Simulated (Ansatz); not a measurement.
Ansatz (a first-principles code) input file for BaHO, SMILES [Ba][OH], multiplicity 2, PBE-D3(BJ)/def2-TZVPD. 

Ansatz 0.2 input:
```yaml
crystal:
  periodic: [false, false, false]
  atoms:
    - {symbol: Ba, position_ang: [0.00000000, 0.00000000, -0.28978375]}
    - {symbol: O, position_ang: [0.00000000, 0.00000000, 1.69676027]}
    - {symbol: H, position_ang: [0.00000000, 0.00000000, 2.65380763]}
basis:
  gaussian:
    orbitals: def2-TZVPD
hamiltonian:
  xc: pbe
  dispersion: d3bj
magnetization: {spin_polarized: true, initial_magnetization: 1}
relax: {f_tol: 0.002, max_steps: 200}
```

Log of the run:

```
WARN ansatz: RAYON_NUM_THREADS=1 ignored (pool sized by the plan → 1); use --threads N
Functional definition: PBE
integrals: 0.02 GiB planned
522 factors; their error is unknown
mean field: 0.24 GiB planned
mean field evaluation 1: about -2746.1302 eV, gradient 5.6e1 eV
mean field evaluation 2: about -2552.0821 eV, gradient 1.5e2 eV
mean field evaluation 4: about -2756.0639 eV, gradient 1.1e1 eV
mean field evaluation 8: about -2756.8574 eV, gradient 3.8e-2 eV
mean field evaluation 16: about -2756.8502 eV, gradient 5.9e-5 eV
mean field -2756.85021825 eV, -101.3123768603 hartree, gradient 5.9e-5 eV, S^2 0.750217; 1 other end points of the search recorded, 0 dependent functions left out
the calculation of the forces begins
reference -2756.85026514 eV, -101.3123785838 hartree; 10, 9 occupied and 79, 80 virtual orbitals, 522 factors
relax step   1: F+E_penalty+E_count = -2756.88701790 eV  Δ(F+E_penalty+E_count) = +0.000e0 eV  max|allowed force component| = 4.240e0 eV/Å  Δτ_max = 0.0000 Å  (47 SCF iters, accepted)
these checks for a lower state are left out or cut short: starts, cluster_reference, orbital_swaps, neighbouring_geometries, increment
integrals: 0.02 GiB planned
522 factors; their error is unknown
mean field: 0.24 GiB planned
mean field evaluation 32: about -2757.2171 eV, gradient 1.1e0 eV
mean field -2757.23310386 eV, -101.3264476471 hartree, gradient 1.3e-5 eV, S^2 0.750242; 0 other end points of the search recorded, 0 dependent functions left out
the calculation of the forces begins
reference -2757.23315150 eV, -101.3264493980 hartree; 10, 9 occupied and 79, 80 virtual orbitals, 522 factors
relax step   2: F+E_penalty+E_count = -2757.27194709 eV  Δ(F+E_penalty+E_count) = -3.849e-1 eV  max|allowed force component| = 1.666e-1 eV/Å  Δτ_max = 0.1349 Å  (38 SCF iters, accepted)
these checks for a lower state are left out or cut short: starts, cluster_reference, orbital_swaps, neighbouring_geometries, increment
integrals: 0.02 GiB planned
522 factors; their error is unknown
mean field: 0.24 GiB planned
mean field -2757.23370225 eV, -101.3264696374 hartree, gradient 1.1e-5 eV, S^2 0.750244; 0 other end points of the search recorded, 0 dependent functions left out
the calculation of the forces begins
reference -2757.23374991 eV, -101.3264713890 hartree; 10, 9 occupied and 79, 80 virtual orbitals, 522 factors
relax step   3: F+E_penalty+E_count = -2757.27255899 eV  Δ(F+E_penalty+E_count) = -6.119e-4 eV  max|allowed force component| = 1.676e-2 eV/Å  Δτ_max = 0.0065 Å  (34 SCF iters, accepted)
these checks for a lower state are left out or cut short: starts, cluster_reference, orbital_swaps, neighbouring_geometries, increment
integrals: 0.02 GiB planned
522 factors; their error is unknown
mean field: 0.24 GiB planned
mean field -2757.23370893 eV, -101.3264698829 hartree, gradient 8.2e-6 eV, S^2 0.750244; 0 other end points of the search recorded, 0 dependent functions left out
the calculation of the forces begins
reference -2757.23375659 eV, -101.3264716345 hartree; 10, 9 occupied and 79, 80 virtual orbitals, 522 factors
relax step   4: F+E_penalty+E_count = -2757.27256436 eV  Δ(F+E_penalty+E_count) = -5.376e-6 eV  max|allowed force component| = 3.132e-3 eV/Å  Δτ_max = 0.0005 Å  (36 SCF iters, accepted)
these checks for a lower state are left out or cut short: starts, cluster_reference, orbital_swaps, neighbouring_geometries, increment
integrals: 0.02 GiB planned
522 factors; their error is unknown
mean field: 0.24 GiB planned
mean field -2757.23370916 eV, -101.3264698916 hartree, gradient 1.0e-5 eV, S^2 0.750244; 0 other end points of the search recorded, 0 dependent functions left out
the calculation of the forces begins
reference -2757.23375682 eV, -101.3264716432 hartree; 10, 9 occupied and 79, 80 virtual orbitals, 522 factors
relax step   5: F+E_penalty+E_count = -2757.27256446 eV  Δ(F+E_penalty+E_count) = -9.887e-8 eV  max|allowed force component| = 8.133e-5 eV/Å  Δτ_max = 0.0000 Å  (22 SCF iters, accepted)
integrals: 0.02 GiB planned
522 factors; their error is unknown
mean field: 0.24 GiB planned
mean field evaluation 64: about -2526.3488 eV, gradient 1.5e2 eV
mean field -2757.23370916 eV, -101.3264698916 hartree, gradient 1.6e-5 eV, S^2 0.750244; 2 other end points of the search recorded, 0 dependent functions left out
the calculation of the forces begins
reference -2757.23375682 eV, -101.3264716432 hartree; 10, 9 occupied and 79, 80 virtual orbitals, 522 factors
Total energy: -2757.27261212 eV, -101.3278995490 hartree
Atom 0 at    -0.000000    -0.000000    -0.430604 Å, force     0.000000     0.000000    -0.000026 eV/Å
Atom 1 at     0.000000     0.000000     1.761846 Å, force    -0.000000    -0.000000     0.000082 eV/Å
Atom 2 at    -0.000000    -0.000000     2.729543 Å, force     0.000000     0.000000    -0.000055 eV/Å
Dipole moment:     0.000000     0.000000    -0.235663 e Å
```

The calculation finished and met its thresholds.
